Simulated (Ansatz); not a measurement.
Problem. Name a neutral molecule of C, F, Se, Ti and H with HOMO energy (B3LYP/def2-TZVPP) between -6.65 and -6.35 eV and HOMO–LUMO gap (PBE0/def2-TZVPP) between 3.95 and 4.25 eV (Ansatz, PBE0-D4/def2-TZVP geometry).

Solution. `C[Se][Ti]([F])([F])[Se]C` (-6.62 eV, 4.10 eV). Other molecules can fit too; these were computed, each in one conformer that needn't be the lowest.

B3LYP here is the variant with VWN-RPA as its local correlation; programs differ in this.
